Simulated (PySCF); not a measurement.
Sb(H)(TeH)2 (H₃SbTe₂), SMILES [TeH][SbH][TeH].

Geometry: PBE0-D3(BJ)/def2-SVP. The structure was generated by enumeration; whether it is a known compound was not checked. The def2 effective core potentials stand for the cores of Sb, Te; spin–orbit coupling is left out.

Calculation: PySCF with C-PCM-M06-2X/def2-SVP.

The values are the electrostatic part of the solvation free energy, E(continuum) − E(gas) at the gas-phase geometry, in a cavity of scaled van der Waals radii (PySCF's table); cavitation and dispersion terms are not included. A continuum can't describe solvent molecules that bind to the metal. In vacuum the orbital gap is 6.04 eV. The dipole moment in vacuum is 1.28 D.

Computed values in water (ε = 78.36), chlorobenzene (ε = 5.70), dichloromethane (ε = 8.93):
```json
[
 {"solvent": "water", "ε": "78.36", "ΔG(elec) (kcal/mol)": "-3.7", "dipole (D)": "2.26", "gap (eV)": "6.24"},
 {"solvent": "chlorobenzene", "ε": "5.70", "ΔG(elec) (kcal/mol)": "-3.0", "dipole (D)": "2.03", "gap (eV)": "6.20"},
 {"solvent": "dichloromethane", "ε": "8.93", "ΔG(elec) (kcal/mol)": "-3.3", "dipole (D)": "2.11", "gap (eV)": "6.22"}
]
```
